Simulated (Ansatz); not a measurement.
Consider the ligand exchange at the Si–S bond: `CS[SiH](O)O` + H–F → `O[SiH](O)F` + CH₃SH.

Program: Ansatz. Geometries: PBE0-D4/def2-TZVP. ΔE: electronic, gas phase. CBS: MP2 limit from def2 TZ/QZ plus the TZ coupled-cluster correction, frozen cores. This one scheme is used for every species. DFT in def2-TZVPP. Each species was taken in one conformer, which may not be the lowest.

`CS[SiH](O)O`:

Cartesian coordinates in Å:
```
C -0.576 1.673 -0.823
S 0.764 0.461 -1.020
Si 0.325 -0.780 0.648
O 1.585 -1.815 0.807
O -1.046 -1.652 0.496
H -0.398 2.463 -1.551
H -1.545 1.216 -1.020
H -0.566 2.106 0.177
H 0.083 0.062 1.840
H 2.467 -1.463 0.683
H -1.093 -2.271 -0.236
```

H–F:

Z-matrix (Å, degrees):
```
F
H 1 0.920
```

`O[SiH](O)F`:

```xyz
7

O     0.748   -0.585   -0.973
Si   -0.244   -0.168    0.251
O     0.407    1.086    1.042
F    -1.662    0.202   -0.377
H     0.383   -1.074   -1.712
H    -0.476   -1.235    1.233
H     0.843    1.773    0.535
```

CH₃SH:

Z-matrix (Å, degrees):
```
C
S 1 1.806
H 1 1.089 2 111.5
H 1 1.089 2 111.5 3 -123.8
H 1 1.090 2 106.2 3 118.1
H 2 1.342 1 97.1 3 61.9
```

```json
{"level": "ωB97M-V", "ΔE (kcal/mol)": "-23.6"}
{"level": "SCS-MP2/def2-QZVPP", "ΔE (kcal/mol)": "-23.9"}
{"level": "MP2/CBS(def2)", "ΔE (kcal/mol)": "-21.2"}
{"level": "CCSD/CBS(def2)", "ΔE (kcal/mol)": "-23.8"}
```

(1) What does CCSD(T)/CBS give? (Best estimate.)

Largest T1 diagnostic among the species: 0.011.

Results:

(1) Computed: -22.5 kcal/mol. The listed levels differ from it by -1.1, -1.4, 1.3, -1.3 kcal/mol.

In def2-TZVPP, CCSD(T) changes the Hartree–Fock value by +6.7 kcal/mol (the triples alone add +1.3 kcal/mol) and MP2 by +8.0 kcal/mol. The D4 term adds +2.9 kcal/mol with B3LYP and +1.6 kcal/mol with PBE0; it sums over pairs of atoms, weighted by their polarisabilities, and B3LYP, whose exchange is more repulsive, gets the larger term.

B3LYP here is the variant with VWN-RPA as its local correlation; programs differ in this.
